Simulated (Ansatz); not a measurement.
Species: H$_{2}$B, SMILES `[BH2]` (charge 0, multiplicity 2).

Question: Give a relaxed geometry from r2SCAN-D4/def2-TZVP run with Ansatz (a program for electronic structure).

Answer: the end point of this relaxation (outside a Z-matrix the atoms follow the SMILES, hydrogens last).
Z-matrix (Å, degrees):
```
B
H 1 1.1903
H 1 1.1903 2 129.37
```
